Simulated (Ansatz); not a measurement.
Coupled-cluster run, CH4INOSi (`N=C(I)O[SiH3]`).

```yaml
crystal:
  periodic: [false, false, false]
  atoms:
    - {symbol: N, position_ang: [1.094300, 1.458332, -0.369631]}
    - {symbol: C, position_ang: [1.015187, 0.294987, -0.820527]}
    - {symbol: I, position_ang: [2.335890, -0.299527, -2.348069]}
    - {symbol: O, position_ang: [0.198071, -0.709418, -0.496632]}
    - {symbol: Si, position_ang: [-0.998964, -0.621979, 0.677093]}
    - {symbol: H, position_ang: [0.417506, 1.660454, 0.367029]}
    - {symbol: H, position_ang: [-1.621783, -1.959201, 0.667447]}
    - {symbol: H, position_ang: [-1.968854, 0.440617, 0.316172]}
    - {symbol: H, position_ang: [-0.382953, -0.310665, 1.990018]}
basis:
  gaussian: {orbitals: def2-SVP}
correlation: {method: ccsd_t}
```

```sh
$ ansatz run in.yaml --threads 4 --pin off --events-out ev --progress --plain --max-ram 10444MiB
```

Log, shortened:

```
Functional definition: HF
  name "HF"
  cite "Fock, Z. Phys. 61, 126 (1930) doi:10.1007/BF01340294"
  parent pbe
  exchange = exact_x
  correlation = 0
1122 factors; integrals over basis functions are off by at most 1.1e-3 eV
mean field evaluation 1: about -20537.2551 eV, gradient 3.9e1 eV
mean field evaluation 2: about -20537.3742 eV, gradient 3.9e1 eV
mean field evaluation 4: about -20541.0041 eV, gradient 3.6e0 eV
mean field evaluation 8: about -20541.0822 eV, gradient 5.1e-1 eV
mean field evaluation 16: about -20541.0845 eV, gradient 1.5e-6 eV
mean field -20541.08452163 eV, -754.8709329228 hartree, gradient 1.5e-6 eV, S^2 0.000000; 0 other end points of the search recorded, 0 dependent functions left out
12 core orbitals not correlated: weight in the atoms' cores, before any rotation towards them, 1.000 or more for the frozen orbitals, at most 0.000 for the correlated occupied ones
reference -20541.08452163 eV, -754.8709329228 hartree; 20, 20 occupied and 74, 74 virtual orbitals, 1122 factors
second order -18.89996923 eV of doubles, -0.00000000 eV of singles
cycle   1  -19.21642135 eV  change   -3.2e-1 eV  update   1.2e-1
cycle   2  -19.78677216 eV  change   -5.7e-1 eV  update   3.5e-2
cycle   3  -19.92728049 eV  change   -1.4e-1 eV  update   1.8e-2
cycle   4  -19.92036909 eV  change    6.9e-3 eV  update   4.0e-3
cycle   5  -19.92015627 eV  change    2.1e-4 eV  update   1.6e-3
cycle   6  -19.92053789 eV  change   -3.8e-4 eV  update   4.5e-4
cycle   7  -19.92025074 eV  change    2.9e-4 eV  update   1.5e-4
cycle   8  -19.92021731 eV  change    3.3e-5 eV  update   5.8e-5
cycle   9  -19.92022853 eV  change   -1.1e-5 eV  update   2.4e-5
perturbative correction -0.64126108 eV, -0.0235659101 hartree
Total energy: -20561.64601125 eV, -755.6265537291 hartree
```

Hardware: 4 threads of an Arm Neoverse V2 on a shared host. Wall time 8 s, peak host memory 0.54 GiB.

The correlation energy is -20.561 eV, 3.1 % of it from (T); the T1 diagnostic reads 0.0117.
